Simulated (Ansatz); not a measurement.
```yaml
crystal:
  periodic: [false, false, false]
  atoms:
    - {symbol: F, position_ang: [0.566423, 1.088206, -2.062698]}
    - {symbol: Ge, position_ang: [-0.301768, 1.365180, -0.961454]}
    - {symbol: N, position_ang: [-0.591558, -0.188676, 0.046443]}
    - {symbol: Ge, position_ang: [0.449103, -1.136069, 1.001435]}
    - {symbol: H, position_ang: [0.567755, 2.103899, 0.093570]}
    - {symbol: H, position_ang: [-1.579466, 1.954604, -1.410586]}
    - {symbol: H, position_ang: [-1.616130, -0.708211, -0.504890]}
    - {symbol: H, position_ang: [1.578480, -0.228500, 1.624459]}
    - {symbol: H, position_ang: [1.300284, -2.385614, 0.159150]}
    - {symbol: H, position_ang: [-0.289875, -1.949181, 2.103669]}
basis:
  gaussian: {orbitals: def2-SVPD}
total_charge: 3
magnetization: {spin_polarized: true, initial_magnetization: 1}
hamiltonian: {xc: {name: PBEsol}, dispersion: d3bj}
```

```sh
$ ansatz run in.yaml --threads 2 --pin off --events-out ev --progress --plain --max-ram 22528MiB --backend cpu
```

Shortened log:

```
Functional definition: PBEsol
1562 factors; their error is unknown
mean field evaluation 1: about -117091.4292 eV, gradient 1.2e2 eV
mean field evaluation 2: about -116367.7348 eV, gradient 2.4e2 eV
mean field evaluation 4: about -117118.3838 eV, gradient 6.8e1 eV
mean field evaluation 8: about -117156.7156 eV, gradient 9.9e0 eV
mean field evaluation 16: about -117157.8828 eV, gradient 9.0e-1 eV
mean field evaluation 32: about -117157.8542 eV, gradient 7.5e-3 eV
mean field evaluation 64: about -117157.9055 eV, gradient 1.5e-1 eV
mean field evaluation 128: about -117157.6515 eV, gradient 1.4e-1 eV
mean field -117157.85415395 eV, -4305.4717277119 hartree, gradient 1.4e-5 eV, S^2 1.310821; 9 other end points of the search recorded, 0 dependent functions left out
reference -117157.85421225 eV, -4305.4717298543 hartree; 42, 41 occupied and 125, 126 virtual orbitals, 1562 factors
Total energy: -117157.93991986 eV, -4305.4748795508 hartree
```

(1) What is wrong with this run?

Answers

(1) The charge is far from anything that the molecule holds. Self-consistency was reached. The result belongs to that input, not to the molecule as meant.
